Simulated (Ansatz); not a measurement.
Frontier orbitals of `[CH3][In]([NH2])[Br]`.

```xyz
9

C     0.510    1.300   -1.059
In    0.188   -0.480    0.062
N    -1.044   -0.908    1.584
Br    1.690   -2.425   -0.350
H     1.547    1.613   -0.930
H     0.337    1.090   -2.114
H    -0.158    2.095   -0.729
H    -1.912   -0.408    1.699
H    -1.159   -1.878    1.837
```

Charge 0, multiplicity 1. Correlated methods include outer-core shells of Br, In, which these sets cover unevenly. Scalar relativity is left out up to krypton. In: def2 effective core potential. All single points use the PBE0-D4/def2-TZVP geometry. It is one conformer, not always the lowest. Basis def2-TZVPP, Ansatz 0.2.0.

Orbital energies of one run (eV). Highest occupied ones, from the top: -5.83, -6.30, -6.58, -7.11, -7.92, -10.04, -10.09, -10.40, -11.53, -16.78, -17.65, -18.41, -18.69, -18.78. Empty: -1.77, -1.44, -0.13, 0.11, 1.22, 1.36.

Question: Which functional gave them?
A. BLYP
B. r2SCAN0
C. ωB97X-V
D. r2SCANh

Answer: A. HOMO energies: BLYP -5.83, r2SCAN0 -7.49, r2SCANh -6.74, ωB97X-V -9.72 eV.
